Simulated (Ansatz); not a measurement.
Reaction (formal exchange of groups at a Zn–F bond): `[BH2][Zn][F]` + `[SiH3]S/C=C/S` → `[BH2][Zn][S][SiH3]` + `F/C=C\S`

Gas-phase electronic energies from Ansatz, PBE0-D4/def2-TZVP geometries. CCSD(T)/CBS adds triple-zeta CCSD(T) − MP2 to the extrapolated MP2 energy (def2 sets, frozen cores). Double bonds are as drawn, so ΔE can hold a change between cis and trans. Functionals use def2-TZVPP. B3LYP here is the variant with VWN-RPA as its local correlation; programs differ in this. For Zn outer-core shells are correlated without core-valence functions, which leaves a few kJ/mol of doubt a bond. Scalar relativity is left out up to krypton. Each species was taken in one conformer, which may not be the lowest.

| level | ΔE (kJ/mol) |
| --- | --- |
| PBE-D4 | 10.9 |
| PBE0-D4 | 4.7 |
| B3LYP-D4 | 14.7 |
| ωB97X-V | 9.0 |
| r2SCAN | 5.8 |
| HF/def2-TZVPP | -1.4 |
| CCSD/def2-TZVPP | 11.0 |
| CCSD/CBS(def2) | 13.8 |

Task: What does CCSD(T)/CBS give? (Estimate.)

Result: Computed: +15.1 kJ/mol. The listed levels differ from it by -4.2, -10.4, -0.4, -6.1, -9.3, -16.5, -4.1, -1.3 kJ/mol.

Largest T1 diagnostic among the species: 0.016.

The D4 term adds +3.2 kJ/mol with B3LYP and +2.0 kJ/mol with PBE0; it sums over pairs of atoms, weighted by their polarisabilities, and B3LYP, whose exchange is more repulsive, gets the larger term. From PBE to PBE0 (25 % exact exchange), in def2-TZVPP and without D4, ΔE moves by −6.0 kJ/mol.
